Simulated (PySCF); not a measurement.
H4BrF3Si3, SMILES F[Si](F)(F)[SiH2][SiH2]Br (GFN2-xTB optimised geometry):

```
11

F      1.582     0.427     0.000
Si    -0.013     0.427     0.000
F     -0.360    -0.010     1.486
F     -0.355     1.978     0.000
Si    -0.867    -0.813    -1.702
Si     0.813    -1.505    -3.157
Br    -0.119    -2.802    -4.714
H     -1.582    -1.978    -1.155
H     -1.876    -0.025    -2.429
H      1.455    -0.461    -3.952
H      1.848    -2.371    -2.597
```

Calculation: B3LYP/def2-TZVP run with PySCF 2.14.0.

Task: What are the frontier orbital energies and the dipole moment?

Result: HOMO-2 -9.66 eV, HOMO-1 -8.37 eV, HOMO -8.19 eV, LUMO -1.80 eV, LUMO+1 -1.50 eV; dipole moment 1.44 D.

Meta-Löwdin charges at B3LYP/def2-TZVP: F1 -0.50, Si2 1.46, F3 -0.49, F4 -0.49, Si5 0.08, Si6 0.45, Br7 -0.27, H8 -0.05, H9 -0.05, H10 -0.08, H11 -0.07.
